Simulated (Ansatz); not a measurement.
Geometry optimisation, Ansatz, RKS PBE/def2-SVP.

Input file:

```yaml
crystal:
  periodic: [false, false, false]
  atoms:
    - { symbol: Ti, position_ang: [0.0, 0.0, 0.0] }
    - { symbol: "N", position_ang: [0.0, 0.0, 2.41] }
    - { symbol: H, position_ang: [-0.877, -0.2713, 2.94] }
    - { symbol: H, position_ang: [0.877, 0.2713, 2.94] }
    - { symbol: Cl, position_ang: [2.2349, 0.0, -0.7892] }
    - { symbol: Cl, position_ang: [-1.1163, 1.9339, -0.7892] }
    - { symbol: Cl, position_ang: [-1.1163, -1.9339, -0.7892] }
    - { symbol: "N", position_ang: [1.2317, -1.8705, 0.7442] }
    - { symbol: H, position_ang: [0.7926, -2.8351, 0.7273] }
    - { symbol: Si, position_ang: [2.9356, -1.6567, 1.3471] }
    - { symbol: H, position_ang: [3.6365, -2.9362, 1.291] }
    - { symbol: H, position_ang: [3.6309, -0.6846, 0.5085] }
    - { symbol: H, position_ang: [2.9082, -1.1776, 2.7259] }
    - { symbol: H, position_ang: [0.7592, -1.1528, 1.944] }
basis:
  gaussian: { orbitals: def2-SVP }
hamiltonian:
  xc: pbe
relax:
  f_tol: 0.15
  max_steps: 25
  restrain:
    - { distance: [0, 7], at: 3.26, k: 30.0 }
    - { distance: [13, 1], at: 2.26, k: 30.0 }
    - { distance: [0, 1], at: 2.06, k: 30.0 }
    - { distance: [13, 7], at: 1.06, k: 30.0 }
```

Launched with:

```bash
$ ansatz run input.yaml --threads 4 --pin off --max-ram 5120MiB --backend cpu --events-out ev --progress --plain --runs-dir out
```

Question: Where does it end, and by what steps?

Answer: The forces met the threshold. The restraints hold the end off the free minimum; the threshold counts their pulls, which the force column leaves out. Restrained pairs: Ti1–N8 (2.36 → 3.25 Å), N2–H14 (1.46 → 2.26 Å), Ti1–N2 (2.41 → 2.00 Å), N8–H14 (1.48 → 1.04 Å). After 10 steps the energy has fallen by 3.845 eV (the restraints' own energy left out); Cl5 moved furthest, 0.94 Å.

```tsv
step	energy less start (eV)	largest force component (eV/Å)	accepted
0	0.0000	2.802	yes
1	-0.4089	3.212	yes
2	-0.9079	3.688	yes
3	-2.0024	3.033	yes
4	-3.0511	1.312	yes
5	-3.5324	1.817	yes
6	-3.6611	1.956	yes
7	-3.6915	1.975	yes
8	-3.7785	2.077	yes
9	-3.8333	1.898	yes
10	-3.8451	2.040	yes
```

```xyz
14
Properties=species:S:1:pos:R:3
Ti -0.228 0.242 0.052
N -0.159 0.144 2.044
H -0.982 0.466 2.568
H 0.697 0.267 2.603
Cl 1.696 0.769 -0.855
Cl -1.599 1.907 -0.301
Cl -1.218 -1.533 -0.815
N 1.516 -2.266 1.166
H 1.170 -2.932 0.473
Si 3.193 -1.956 1.520
H 3.978 -3.199 1.861
H 3.913 -1.266 0.391
H 3.165 -1.048 2.722
H 0.756 -1.909 1.783
```

Time of the run: 26 s on 4 threads of Intel(R) Xeon(R) 6975P-C (Granite Rapids), on a shared host, peak memory 0.33 GiB.
